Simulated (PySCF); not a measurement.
**Stationary points of SnF3**

Method: PBE0/[Sn def2-TZVP with ECP28, F def2-TZVP], scalar-relativistic core potentials, density fitting, no spin–orbit coupling, PySCF.

Relaxations began from a few typed shapes; open shells are unrestricted. The search is not exhaustive: other isomers or separated fragments can lie lower, and high-lying points may rest on an excited occupation.

Q: Which is the lowest minimum found?
A. doublet D3h: Sn–F 1.949 Å (×3); F–Sn–F 120.0° (×3)
B. doublet C3v: Sn–F 1.908 Å (×3); F–Sn–F 105.8° (×3)
C. doublet C2v: Sn–F 1.907 Å, Sn–F 1.961 Å (×2); F–Sn–F 101.8° (×2), F–Sn–F 156.3°

A: B. The others lie at 67.0 (doublet C2v, a saddle point), 67.8 (doublet D3h, a saddle point) kJ/mol above it.

For the lowest minimum: no spin–orbit coupling is included, which matters more the heavier the element.
